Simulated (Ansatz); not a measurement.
Basis sets compared for SnHMe2Et (C₄H₁₂Sn). The state is a singlet with charge 0. Geometry r2SCAN-D4/def2-SVP. Ansatz on 2 threads of AMD EPYC 7R13 on a shared host; times are rough, and most runs start from earlier orbitals.

| atom | x (Å) | y (Å) | z (Å) |
| --- | --- | --- | --- |
| Sn1 | -0.3001 | -0.6818 | -0.2816 |
| H2 | -0.6321 | -2.1412 | 0.5822 |
| C3 | -2.0666 | 0.5670 | -0.2724 |
| H4 | -2.9074 | 0.0455 | -0.7536 |
| H5 | -1.8711 | 1.5004 | -0.8220 |
| H6 | -2.3564 | 0.8199 | 0.7584 |
| C7 | 0.2360 | -1.1614 | -2.3207 |
| H8 | 1.1315 | -1.8000 | -2.3445 |
| H9 | 0.4475 | -0.2379 | -2.8807 |
| H10 | -0.5879 | -1.6935 | -2.8192 |
| C11 | 1.3265 | 0.3770 | 0.6982 |
| C12 | 1.0148 | 0.7719 | 2.1405 |
| H13 | 1.5499 | 1.2671 | 0.0840 |
| H14 | 2.2213 | -0.2674 | 0.6485 |
| H15 | 1.8560 | 1.3119 | 2.6092 |
| H16 | 0.1331 | 1.4320 | 2.2037 |
| H17 | 0.8049 | -0.1093 | 2.7700 |

In the def2 sets Sn takes a core potential; there is no spin–orbit coupling.

Binding counts from free atoms (Sn triplet, H doublet, C triplet) in the same basis, without a counterpoise term.

```json
{"level": "HF/def2-TZVP (with forces)", "functions": "246", "energy (Eh)": "-371.8492", "HOMO (eV)": "-10.03", "LUMO (eV)": "2.90", "binding per atom (eV)": "2.79", "wall time": "7 s"}
{"level": "PBE-D4/def2-SVP", "functions": "142", "energy (Eh)": "-373.5737", "HOMO (eV)": "-6.13", "LUMO (eV)": "0.35", "binding per atom (eV)": "3.75", "wall time": "2.2 s"}
{"level": "PBE-D4/def2-TZVP", "functions": "246", "energy (Eh)": "-373.7641", "HOMO (eV)": "-6.20", "LUMO (eV)": "-0.12", "binding per atom (eV)": "3.74", "wall time": "3.6 s"}
{"level": "PBE0-D4/def2-SVP", "functions": "142", "energy (Eh)": "-373.6254", "HOMO (eV)": "-7.32", "LUMO (eV)": "1.24", "binding per atom (eV)": "3.72", "wall time": "2.7 s"}
{"level": "PBE0-D4/def2-TZVP", "functions": "246", "energy (Eh)": "-373.8083", "HOMO (eV)": "-7.34", "LUMO (eV)": "0.69", "binding per atom (eV)": "3.71", "wall time": "5.5 s"}
```

Estimate the rows for HF/def2-TZVPD, PBE-D4/def2-TZVPD, PBE0-D4/def2-TZVPD.


```tsv
level	functions	energy (Eh)	HOMO (eV)	LUMO (eV)	binding per atom (eV)	wall time
HF/def2-TZVPD	312	-371.8499	-10.03	1.53	2.79	4.3 s
PBE-D4/def2-TZVPD	312	-373.7650	-6.21	-0.55	3.74	5.5 s
PBE0-D4/def2-TZVPD	312	-373.8090	-7.35	0.07	3.71	4.7 s
```
